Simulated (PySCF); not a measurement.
CH4Cl2OSi2, SMILES Cl[Si]1(Cl)CO[SiH2]1.

Coordinates come from a PBE-D3(BJ)/def2-SVP optimisation. This is a generated structure with no PubChem entry under its InChIKey; it may be hypothetical.

Method: ωB97X/def2-TZVP in PySCF.

Symmetry labels are those of the subgroup Cs that the program uses (full group Cs).

Computed valence orbital energies around the gap with their symmetry:
```csv
orbital,symmetry,energy (eV)
HOMO−7,A",-13.08
HOMO−6,A',-13.06
HOMO−5,A',-12.85
HOMO−4,A",-12.15
HOMO−3,A",-11.84
HOMO−2,A',-10.87
HOMO−1,A",-10.86
HOMO,A',-10.18
LUMO,A',1.19
LUMO+1,A",1.43
LUMO+2,A',1.63
LUMO+3,A',2.51
```
